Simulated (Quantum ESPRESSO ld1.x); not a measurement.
Results of a calculation; reference values are marked as such.
Problem. The aim is neutral ytterbium in [Xe] 4f14 6s2. What will ld1.x (Quantum ESPRESSO 7.5) do with this input?

```
 &input
    zed=70.0,
    iswitch=1,
    rel=4,
    lsd=1,
    dft='PW',
    config='[Xe] 4f14 6s2',
    verbosity='high',
    prefix='ld1',
    max_out_wfc=37,
    file_charge='ld1.rho',
 /
```

Solution. Refused. The program stops in ld1_readin with "wrong rel": rel takes 0, 1 or 2.

Output (excerpt):

```
     Program LD1 v.7.5 starts

 %%%%%%%%%%%%%%%%%%%%%%%%%%%%%%%%%%%%%%%%%%%%%%%%%%%%%%%%%%%%%%%%%%%%%%%%%%%%%%
     Error in routine ld1_readin (1):
     wrong rel
 %%%%%%%%%%%%%%%%%%%%%%%%%%%%%%%%%%%%%%%%%%%%%%%%%%%%%%%%%%%%%%%%%%%%%%%%%%%%%%

     stopping ...
```

Run on one thread of a shared host, so times are rough (Intel(R) Xeon(R) Processor @ 2.60GHz): 0.48 s of CPU time, 0.5 s wall.
